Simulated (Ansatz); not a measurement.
The cluster Zr3O6, relaxed as a singlet with RKS PBE-D4/def2-SVP in Ansatz, starting from the GFN2-xTB geometry. Force threshold 0.03 eV/Å.

In the def2 sets Zr takes a core potential; there is no spin–orbit coupling. The relaxation made no stability test and no search for a lower SCF solution. The structure comes from a short search, and lower isomers may exist.

Start:

```xyz
9

Zr    1.732   -0.089   -1.091
Zr   -1.105   -1.203   -0.530
Zr    0.055    1.305    1.113
O     0.252   -0.660   -2.094
O     0.250    2.142    2.645
O    -1.580    0.413    0.481
O     1.309    1.665   -0.573
O     1.076   -0.853    0.540
O    -1.988   -2.720   -0.491
```

Problem. Estimate the energy that the relaxation releases and the steps that it takes.

Solution. 0.37 eV, in 8 steps; 24 s on 4 threads of Arm Neoverse V1 on a shared host. No frequencies were taken in this run, so the end may be a saddle point.

Problem. Does the start keep its bonding and symmetry?

Solution. By distances, no bond broke or formed. The bond that changes most is Zr3–O8, from 2.46 to 2.23 Å (atoms count from 1). Point group Cs at the start, Cs at the end, both within 0.05 Å.

Problem. Predict the relaxed structure.

Solution. 
```xyz
9

Zr    1.784   -0.106   -1.106
Zr   -1.112   -1.130   -0.570
Zr    0.024    1.334    1.028
O     0.327   -0.701   -2.136
O     0.287    1.867    2.706
O    -1.710    0.485    0.467
O     1.419    1.668   -0.599
O     0.808   -0.685    0.481
O    -1.827   -2.733   -0.271
```
Bond lengths (bridged metal pairs left out): 11 × O–Zr 1.78 to 2.23 Å.
